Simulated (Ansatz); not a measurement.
ClH$_{4}$O$_{3}$Si$_{2}$ (`O[SiH]O[SiH](O)Cl`) radical. Charge 0, multiplicity 2.

```csv
atom,x (Å),y (Å),z (Å)
O1,1.913,-0.373,0.995
Si2,1.169,-1.589,0.183
O3,-0.201,-1.016,-0.553
Si4,-1.148,0.286,-0.482
O5,-0.753,1.069,0.906
Cl6,-0.814,1.530,-2.072
H7,1.324,0.263,1.416
H8,2.116,-2.041,-0.879
H9,-2.565,-0.106,-0.523
H10,-1.041,1.977,1.010
```

**Question.** Give the diagnostics of a CCSD(T)/def2-TZVPP run (frozen core, the Gaussian-basis code of Ansatz). (An estimate is asked.)

**Answer.** Ansatz gave: T1 = 0.0130, largest single amplitude 0.029, largest double 0.018, (T) share of the correlation energy 3.6 %, 10 CCSD cycles. ⟨S²⟩ of the UHF reference is 0.755 against 0.75 for a pure state. T1 lies under the customary mark of 0.045 for open shells.
